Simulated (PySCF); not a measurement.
A GIAO shielding run with PySCF 2.14 (density fitting, non-relativistic, gas phase) on `C1(C#C)=COCC[C@H](F)[SiH2]1`, C$_{7}$H$_{9}$FOSi:

```
$ OMP_NUM_THREADS=1 python probes_run.py task.json out

{"job": {"kind": "nmr", "xc": "PBE0", "basis": "pcSseg-1"}, "charge": 0, "multiplicity": 1}
C      3.870949     0.186608     0.309611
C      2.693227    -0.026129     0.214039
C      1.299330    -0.235751     0.073695
C      0.834541    -1.428789     0.487621
O     -0.393375    -1.966920     0.445814
C     -1.453135    -1.277494    -0.185818
C     -1.895180    -0.017344     0.565773
C     -1.439361     1.251863    -0.138543
F     -2.241176     1.430935    -1.266672
Si     0.402341     1.222081    -0.714240
H      4.901636     0.356656     0.401601
H      1.515423    -2.144075     0.940125
H     -1.170312    -1.019983    -1.215446
H     -2.260707    -2.012537    -0.222197
H     -2.983448    -0.004523     0.657584
H     -1.471776    -0.035599     1.571094
H     -1.656358     2.120832     0.492305
H      1.034815     2.458899    -0.244803
H      0.402762     1.150520    -2.179002
```

Hardware: 1 thread of an Arm Neoverse N1, shared host. The job also computes population analyses, field gradients, ring-centre shieldings.

Problem. How large is the calculation?

Solution. 82 electrons, 222 basis functions and 1170 auxiliary functions.

Problem. How long does it take, and how much memory does it need?

Solution. 87 s of wall time, with 15 SCF cycles and 5 response iterations; peak memory 1.1 GiB. Times on a shared host scatter by some tens of per cent.
